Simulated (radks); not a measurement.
The mean radii <r> (bohr) of the occupied orbitals of an atom or ion are listed with their occupations. All-electron calculation, Dirac Kohn-Sham, PBE, spin-unpolarised, spherical densities, finite nucleus; Fermi nuclear charge, rms radius of each element as measured or else 0.836 A^(1/3) + 0.57 fm. Program: a radial shooting solver on a logarithmic mesh with Libxc functionals.

| orbital | occ. | <r> |
|---|---|---|
| 1s1/2 | 2 | 0.05409 |
| 2s1/2 | 2 | 0.2447 |
| 2p1/2 | 2 | 0.2131 |
| 2p3/2 | 4 | 0.2163 |
| 3s1/2 | 2 | 0.7429 |
| 3p1/2 | 2 | 0.7771 |
| 3p3/2 | 4 | 0.7875 |
| 3d3/2 | 3.6 | 1.104 |
| 3d5/2 | 5.4 | 1.117 |
| 4s1/2 | 1 | 3.018 |

Name the element and its charge. Open shells, if any, are shared by 2j + 1.

Answer. Z = 28, nickel, charge 0: Ni in [Ar] 3d9 4s1. The 1s radius gives Z: for a bare nucleus <r> = (2 gamma + 1)/(2Z) with gamma = sqrt(1 - (Z/c)^2), 0.05282 bohr for Z = 28, and screening makes it slightly larger (0.05409 here). The occupations add up to 28, and the charge is Z minus that.
